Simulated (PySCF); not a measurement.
BCl₂H. Atoms are numbered in the order given.

```xyz
4

B      0.0000     0.0000     0.6993
H      0.0000     0.0000     1.8860
Cl     0.0000    -1.5070    -0.1583
Cl     0.0000     1.5070    -0.1583
```
Charge 0, spin multiplicity 1.

Geometry optimised at PBE0-D3(BJ)/def2-TZVP.

These are CAM-B3LYP/def2-TZVPD (PySCF) values and carry that method's errors.

Mulliken values depend strongly on the basis, most of all with diffuse functions as here. Atomic charges (e):

| atom | Mulliken | meta-Löwdin |
|---|---|---|
| B1 | 0.32 | 0.05 |
| H2 | -0.01 | 0.02 |
| Cl3 | -0.16 | -0.04 |
| Cl4 | -0.16 | -0.04 |
